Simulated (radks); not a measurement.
Spin polarisation of the 3p5 shell in the calcium ion Ca3+. Start: [Ne] 3s2 3p(up 2.5, down 2.5); electrons of 3p are moved from spin down to spin up, other shells keep equal spins. Method: scalar-relativistic Kohn-Sham, PBE, spin-polarised, spherical densities, finite nucleus; Fermi nuclear charge, rms radius of each element as measured or else 0.836 A^(1/3) + 0.57 fm; computed with a radial shooting solver on a logarithmic mesh with Libxc functionals.

moment (Bohr magnetons),E - E(0) (eV),e(3p up) (eV),e(3p down) (eV),3s down minus up (eV)
0,0.000,-59.667,-59.667,0.000
0.25,-0.021,-59.836,-59.493,0.362
0.5,-0.086,-60.000,-59.312,0.724
0.75,-0.194,-60.159,-59.126,1.086
1,-0.344,-60.313,-58.933,1.451

At moment 1 the spin-polarisation energy is -0.344 eV and the 3p exchange splitting 1.380 eV, that is 1.380 eV per Bohr magneton; E = -I m^2/4 would give I = 1.377 eV.
